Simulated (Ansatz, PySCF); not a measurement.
This PySCF input computes a PBE/def2-TZVPD energy:

```python
from pyscf import gto, scf, dft

mol = gto.M(
    atom='''
    C    -1.20549120   -0.27413528   -0.01142588
    C     0.10214563    0.02322847    0.00096816
    C     1.29544689    0.29459169    0.01227850
    H    -1.60592350   -1.04784115    0.64194216
    H    -1.88926277    0.25301671   -0.67507022
    H     2.34257840    0.53271512    0.02220342
    ''',
    basis='def2-tzvpd',
    charge=1,
    spin=0,
    verbose=4,
)

mf = dft.RKS(mol, xc='pbe').density_fit(auxbasis='def2-universal-jkfit')
mf.grids.level = 3
mf.conv_tol = 1e-9
mf.max_cycle = 100
mf.max_memory = 1500
mf.kernel()
if not mf.converged:
    mf = mf.newton()
    mf.kernel(mf.make_rdm1())
mf.analyze()
```

Task: Write an input for the same energy in Ansatz (a quantum-chemistry and plane-wave program) and say what it gives.

Result: 
Ansatz 0.2 input:
```yaml
crystal:
  periodic: [false, false, false]
  atoms:
    - {symbol: C, position_ang: [-1.20549120, -0.27413528, -0.01142588]}
    - {symbol: C, position_ang: [0.10214563, 0.02322847, 0.00096816]}
    - {symbol: C, position_ang: [1.29544689, 0.29459169, 0.01227850]}
    - {symbol: H, position_ang: [-1.60592350, -1.04784115, 0.64194216]}
    - {symbol: H, position_ang: [-1.88926277, 0.25301671, -0.67507022]}
    - {symbol: H, position_ang: [2.34257840, 0.53271512, 0.02220342]}
basis:
  gaussian:
    orbitals: def2-TZVPD
hamiltonian:
  xc: {name: PBE}
total_charge: 1
output: {forces: true}
```
It gives -115.57054 Eh, and PySCF -115.57057 Eh, a difference of 0.03 mEh, from the treatment of integrals and grids.

It need not be the lowest isomer of its formula.
